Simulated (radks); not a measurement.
Values are calculated unless marked as measured or tabulated.
All-electron atom: Eu5+ in [Xe] 4f(5/2: 3, 7/2: 0) 5d(3/2: 1, 5/2: 0) (not the ground configuration).

Code: a radial shooting solver on a logarithmic mesh with Libxc functionals. Model: Dirac Kohn-Sham, relativistic LDA (MacDonald-Vosko exchange, VWN5 correlation), spin-unpolarised, spherical densities, finite nucleus; Fermi nuclear charge, rms radius 5.1115 fm.

Energy parts (hartree):
part                       energy
total                 -10819.5393
kinetic                11725.7795
electron-nucleus      -26362.2923
Hartree                 4030.9199
exchange-correlation    -213.9464

Orbitals (lengths in bohr, moments of r in powers of bohr; <r^-3> diverges for s and p1/2):
| orbital | occ. | eigenvalue (hartree) | <r^-3> | <r^4> |
|---|---|---|---|---|
| 1s1/2 | 2 | -1767.218 | - | 1.245e-06 |
| 2s1/2 | 2 | -293.1745 | - | 0.0001981 |
| 2p1/2 | 2 | -278.6177 | - | 0.0001226 |
| 2p3/2 | 4 | -255.0782 | 9311 | 0.0001592 |
| 3s1/2 | 2 | -67.20615 | - | 0.007750 |
| 3p1/2 | 2 | -60.85716 | - | 0.007052 |
| 3p3/2 | 4 | -56.05944 | 1958 | 0.008575 |
| 3d3/2 | 4 | -44.96953 | 328.6 | 0.006244 |
| 3d5/2 | 6 | -43.92139 | 293.4 | 0.006634 |
| 4s1/2 | 2 | -15.88275 | - | 0.1848 |
| 4p1/2 | 2 | -13.40976 | - | 0.2081 |
| 4p3/2 | 4 | -12.31325 | 449.2 | 0.2510 |
| 4d3/2 | 4 | -8.20211 | 64.99 | 0.3414 |
| 4d5/2 | 6 | -7.99927 | 57.38 | 0.3618 |
| 4f5/2 | 3 | -3.09891 | 9.386 | 0.9598 |
| 4f7/2 | 0 | -3.06748 | 9.123 | 0.9891 |
| 5s1/2 | 2 | -4.06771 | - | 4.569 |
| 5p1/2 | 2 | -3.29745 | - | 6.426 |
| 5p3/2 | 4 | -3.09661 | 82.27 | 7.708 |
| 5d3/2 | 1 | -1.97824 | 8.863 | 18.28 |
| 5d5/2 | 0 | -1.95081 | 7.834 | 19.20 |

The highest occupied level is 5d3/2 at -53.831 eV. The configuration is held as typed, so some empty levels lie below it. The electron density at the nucleus is 5.718e+05 e/bohr^3. Summed over all electrons, <r^2> = 31.63 bohr^2, which gives a Langevin (diamagnetic) susceptibility term of -25.1 x 10^-6 cm^3/mol. The density falls to 0.001 e/bohr^3 at r = 3.12 bohr.
